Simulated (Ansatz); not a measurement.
C2H3N3 (SMILES c1nc[nH]n1), singlet, geometry from GFN2-xTB; CCSD/cc-pVDZ (Ansatz, a program for electronic structure).

The Ansatz input:
Ansatz 0.2 input:
```yaml
crystal:
  periodic: [false, false, false]
  atoms:
    - {symbol: C, position_ang: [1.11923740, -0.03272439, -0.00697492]}
    - {symbol: N, position_ang: [0.42204774, 1.12248960, 0.01417623]}
    - {symbol: C, position_ang: [-0.82487582, 0.72748791, 0.01555713]}
    - {symbol: N, position_ang: [-0.87641108, -0.61852814, -0.00407798]}
    - {symbol: N, position_ang: [0.36888823, -1.10715438, -0.01853564]}
    - {symbol: H, position_ang: [2.18839575, -0.06992044, -0.01372567]}
    - {symbol: H, position_ang: [-1.68578985, 1.36316596, 0.02996358]}
    - {symbol: H, position_ang: [-1.67044963, -1.23947616, -0.00866946]}
basis:
  gaussian:
    orbitals: cc-pVDZ
magnetization: {spin_polarized: false}
correlation: {method: ccsd, electrons: all}
```

Output, abridged:

```
Functional definition: HF
802 factors; integrals over basis functions are off by at most 1.3e-3 eV
mean field evaluation 1: about -6550.3639 eV, gradient 3.0e1 eV
mean field evaluation 2: about -6550.6900 eV, gradient 3.0e1 eV
mean field evaluation 4: about -6553.1575 eV, gradient 4.6e0 eV
mean field evaluation 8: about -6553.2233 eV, gradient 1.7e-1 eV
mean field evaluation 16: about -6552.3609 eV, gradient 1.5e1 eV
mean field -6553.22363779 eV, -240.8265267543 hartree, gradient 1.9e-6 eV, S^2 0.000000; 0 other end points of the search recorded, 0 dependent functions left out
reference -6553.22363779 eV, -240.8265267543 hartree; 18, 18 occupied and 67, 67 virtual orbitals, 802 factors
second order -20.62819005 eV of doubles, -0.00000000 eV of singles
cycle   1  -20.35286830 eV  change    2.8e-1 eV  update   1.1e-1
cycle   2  -20.93906547 eV  change   -5.9e-1 eV  update   3.3e-2
cycle   3  -21.07331713 eV  change   -1.3e-1 eV  update   1.7e-2
cycle   4  -21.06139420 eV  change    1.2e-2 eV  update   4.0e-3
cycle   5  -21.06215534 eV  change   -7.6e-4 eV  update   2.1e-3
cycle   6  -21.06278912 eV  change   -6.3e-4 eV  update   6.7e-4
cycle   7  -21.06221819 eV  change    5.7e-4 eV  update   2.9e-4
cycle   8  -21.06212891 eV  change    8.9e-5 eV  update   9.1e-5
cycle   9  -21.06215589 eV  change   -2.7e-5 eV  update   2.8e-5
Total energy: -6574.28579368 eV, -241.6005467067 hartree
```
